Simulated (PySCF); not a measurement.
Predicted microwave data (PBE0-D3(BJ)/def2-SVP geometry optimisation, gas phase (PySCF)) for one isomer of C8H8Se:

* Rotational constants: A = 2879, B = 535.3, C = 451.4 MHz
* Dipole components: |μa| = 0.82 D, |μb| = 0.34 D, |μc| = 0.00 D
* Inertial defect: -0.11 u·Å²
* κ: -0.93

Question: Which structure is it? (One computed conformer of each.)
A. `[cH:1]1[cH:2][cH:3][c:4]2[c:5]([cH:6]1)[CH2:7][CH2:8][Se:9]2` with C4–C5–C7–C8 26°, C5–C7–C8–Se9 -35°, C7–C8–Se9–C4 28°, C3–C4–Se9–C8 166°
B. `[CH2:1]=[CH:2][c:3]1[cH:4][cH:5][cH:6][c:7]([SeH:8])[cH:9]1` with C1–C2–C3–C4 4°, C6–C7–Se8–H -179°

Answer: B. It is C=Cc1cccc([SeH])c1, a near-prolate asymmetric top. The candidates at the same level (rigid rotor, commonest isotopes):

```
            SMILES  A (MHz)  B (MHz)  C (MHz)  μa (D)  μb (D)  μc (D)  Δ (u·Å²)  point group                        rotor
c1ccc2c(c1)CC[Se]2     2473    915.1    679.5    0.35    1.43    0.18    -12.80           C1               asymmetric top
C=Cc1cccc([SeH])c1     2879    535.3    451.4    0.82    0.34    0.00     -0.11      near Cs  near-prolate asymmetric top
```

`c1ccc2c(c1)CC[Se]2` has B 71 % too high. No structure here is proved a minimum.
